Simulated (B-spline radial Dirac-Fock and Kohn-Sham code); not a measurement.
# Ta⁵⁺: eigenvalues, ΔSCF and the reference

System: the Ta⁵⁺ ion, 1s2 2s2 2p6 3s2 3p6 3d10 4s2 4p6 4d10 4f14 5s2 5p6.

The density-functional columns are spherical, spin-unpolarised Dirac-Kohn-Sham results without Breit or QED terms: −ε is minus the orbital energy of the initial state and ΔSCF the difference of two total energies. The reference in the last column comes from Dirac-Fock ΔSCF + Breit + QED. All numbers are from a radial finite-basis atomic code, in eV; a selection of levels is shown. For the 1s level of heavy atoms much of the gap between ΔSCF and the reference is the Breit and QED part, -333.7 eV here; for other levels the error of the functional can be larger.

```csv
level,LDA −ε,LDA ΔSCF,PBE −ε,PBE ΔSCF,Dirac-Fock
K (1s),67255.3,67801.4,67312.3,67860.2,67479.3
L1 (2s),11597.9,11699.0,11606.1,11706.9,11757.0
L2 (2p1/2),11092.9,11222.5,11096.5,11226.0,11205.6
L3 (2p3/2),9824.1,9936.3,9826.4,9938.4,9949.8
M1 (3s),2700.8,2731.0,2703.0,2733.1,2783.3
M2 (3p1/2),2475.2,2507.6,2476.1,2508.4,2540.5
M3 (3p3/2),2202.1,2231.7,2202.6,2232.1,2266.6
M4 (3d3/2),1819.0,1854.4,1818.8,1854.1,1862.0
M5 (3d5/2),1759.4,1793.8,1759.2,1793.5,1803.6
N1 (4s),596.0,611.1,597.0,612.0,640.2
N2 (4p1/2),502.9,517.9,503.3,518.3,539.7
N3 (4p3/2),439.8,454.4,440.4,454.9,476.8
N4 (4d3/2),286.4,300.6,286.4,300.6,311.3
N5 (4d5/2),274.8,288.9,274.8,288.9,299.8
N6 (4f5/2),83.71,96.68,83.30,96.26,92.65
N7 (4f7/2),81.71,94.58,81.30,94.17,90.76
O1 (5s),130.0,139.5,129.6,139.1,142.1
O2 (5p1/2),102.2,111.2,101.8,110.8,109.0
O3 (5p3/2),92.71,101.2,92.37,100.8,99.46
```

Question: Order the estimates of the K (1s) level by their distance from the Dirac-Fock value, nearest first.
A. PBE −ε
B. PBE ΔSCF
C. LDA −ε
D. LDA ΔSCF

Answer: A (167.0 eV), C (223.9 eV), D (322.1 eV), B (380.9 eV).

An eigenvalue near the reference for a deep level is a cancellation of errors: it lacks relaxation, carries self-interaction and omits Breit and QED terms.

Values without a named source are computed, but for edge energies of neutral atoms, which are taken from tables.
